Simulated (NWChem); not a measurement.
System: C$_{4}$H$_{4}$S$_{2}$; SMILES c1(ccsc1)S

NWChem printed, in part:

```
             Northwest Computational Chemistry Package (NWChem) 7.3.0
             --------------------------------------------------------

 CS  symmetry detected

                             Geometry "geometry" -> ""
                             -------------------------

 Output coordinates in angstroms (scale by  1.889725989 to convert to a.u.)

  No.       Tag          Charge          X              Y              Z
 ---- ---------------- ---------- -------------- -------------- --------------
    1 S                   16.0000     0.19371571    -2.33037400     0.00000000
    2 C                    6.0000    -0.00821696    -0.57861299     0.00000000
    3 C                    6.0000    -1.26459667     0.08057544     0.00000000
    4 C                    6.0000    -1.13185682     1.42903345     0.00000000
    5 S                   16.0000     0.51391827     1.92374003     0.00000000
    6 C                    6.0000     1.04080559     0.28776985     0.00000000
    7 H                    1.0000    -1.11009370    -2.59973380     0.00000000
    8 H                    1.0000    -2.20917784    -0.43377725     0.00000000
    9 H                    1.0000    -1.90612835     2.16969852     0.00000000
   10 H                    1.0000     2.08644522     0.05736143     0.00000000

 Effective nuclear repulsion energy (a.u.)     323.5511304059

      Symmetry information
      --------------------

 Group name             Cs
 Group number              2
 Group order               2
 No. of unique centers    10

                                Z-matrix (autoz)
                                --------

 Units are Angstrom for bonds and degrees for angles

      Type          Name      I     J     K     L     M      Value
      ----------- --------  ----- ----- ----- ----- ----- ----------
    1 Stretch                  1     2                       1.76336
    2 Stretch                  1     7                       1.33134
    3 Stretch                  2     3                       1.41881
    4 Stretch                  2     6                       1.36054
    5 Stretch                  3     4                       1.35498
    6 Stretch                  3     8                       1.07554
    7 Stretch                  4     5                       1.71852
    8 Stretch                  4     9                       1.07149
    9 Stretch                  5     6                       1.71872
   10 Stretch                  6    10                       1.07072
   11 Bend                     1     2     3               124.26048
   12 Bend                     1     2     6               122.97745
   13 Bend                     2     1     7                95.09707
   14 Bend                     2     3     4               112.06280
   15 Bend                     2     3     8               123.74561
   16 Bend                     2     6     5               111.70125
   17 Bend                     2     6    10               128.02022
   18 Bend                     3     2     6               112.76208
   19 Bend                     3     4     5               112.35233
   20 Bend                     3     4     9               128.10721
   21 Bend                     4     3     8               124.19160
   22 Bend                     4     5     6                91.12154
   23 Bend                     5     4     9               119.54046
   24 Bend                     5     6    10               120.27852
   25 Torsion                  1     2     3     4         180.00000
   26 Torsion                  1     2     3     8           0.00000
   27 Torsion                  1     2     6     5         180.00000
   28 Torsion                  1     2     6    10           0.00000
   29 Torsion                  2     3     4     5           0.00000
   30 Torsion                  2     3     4     9         180.00000
   31 Torsion                  2     6     5     4           0.00000
   32 Torsion                  3     2     1     7          -0.00000
   33 Torsion                  3     2     6     5           0.00000
   34 Torsion                  3     2     6    10         180.00000
   35 Torsion                  3     4     5     6           0.00000
   36 Torsion                  4     3     2     6           0.00000
   37 Torsion                  4     5     6    10         180.00000
   38 Torsion                  5     4     3     8         180.00000
   39 Torsion                  6     2     1     7         180.00000
   40 Torsion                  6     2     3     8         180.00000
   41 Torsion                  6     5     4     9         180.00000
   42 Torsion                  8     3     4     9           0.00000

  pbe96 is a nonlocal functional; adding pw91lda local functional.

                           NWChem Geometry Optimization
                           ----------------------------

 maximum gradient threshold         (gmax) =   0.000450
 rms gradient threshold             (grms) =   0.000300
 maximum cartesian step threshold   (xmax) =   0.001800
 rms cartesian step threshold       (xrms) =   0.001200
 fixed trust radius                (trust) =   0.300000
 source of zmatrix                         =   autoz

          -------------------
          Energy Minimization
          -------------------

 Using diagonal initial Hessian
 Scaling for Hessian diagonals: bonds = 1.00  angles = 0.25  torsions = 0.10

          --------
          Step   0

[...]

      ----------------------
      Optimization converged
      ----------------------

  Step       Energy      Delta E   Gmax     Grms     Xrms     Xmax
  ---- ---------------- -------- -------- -------- -------- --------
@    4    -950.60822914 -4.0D-07  0.00008  0.00002  0.00034  0.00110
                                     ok       ok       ok       ok

                                Z-matrix (autoz)
                                --------

 Units are Angstrom for bonds and degrees for angles

[...]
```

Level: PBE/6-31G* (spherical d). 

Question: Reconstruct the input file.

Answer: This is not unique; one that fits is the input that was run:
```
start job
memory heap 200 mb stack 900 mb global 1100 mb
geometry units angstroms
  S      2.253320    -0.538926    -0.349455
  C      0.551066    -0.196052    -0.042515
  C     -0.293663    -1.002929     0.762719
  C     -1.554165    -0.510501     0.830603
  S     -1.740368     0.936417    -0.077729
  C     -0.092112     0.884448    -0.562043
  H      2.284182    -1.650016     0.383348
  H      0.032516    -1.899546     1.259184
  H     -2.393054    -0.911733     1.362918
  H      0.308051     1.647346    -1.197894
end
basis spherical
  * library 6-31g*
end
dft
  xc xpbe96 cpbe96
  iterations 150
end
driver
  maxiter 150
end
task dft optimize
```
